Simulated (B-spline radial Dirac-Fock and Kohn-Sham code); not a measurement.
# Dipole and non-dipole photoemission parameters of Ru 2p3/2

System: the Ru atom in the configuration 1s2 2s2 2p6 3s2 3p6 3d10 4s2 4p6 4d7 5s1; threshold 2838.0 eV (tabulated edge). Calculated with an atomic code on a B-spline grid, using Dirac-Hartree-Slater photoionisation with a Latter tail; cross sections with all multipoles, angular parameters from the dipole term and its interference with E2.

For linearly polarised light dσ/dΩ = σ/(4π) [1 + β P₂(cos θ) + (δ + γ cos²θ) sin θ cos φ], with θ from the polarisation vector and φ the angle between the beam and the projection of the electron momentum on the plane normal to the polarisation.

```
hν (eV)  σ (kb)      β       γ       δ
   2890     187  0.764  -0.197   0.006
   3060       ?      ?       ?       ?
   3070     160  1.151  -0.293  -0.001
   3330     130  1.326  -0.189   0.013
   3520     112  1.387  -0.096   0.020
   4000    78.8  1.458   0.124   0.030
   4770    48.2  1.484   0.416   0.040
 8047.8    10.4  1.384   1.183   0.077
 9251.7    6.77  1.334   1.365   0.091
```

Question: Give the values at 3060 eV.

Answer: σ = 161 kb, β = 1.140, γ = -0.295, δ = -0.001.
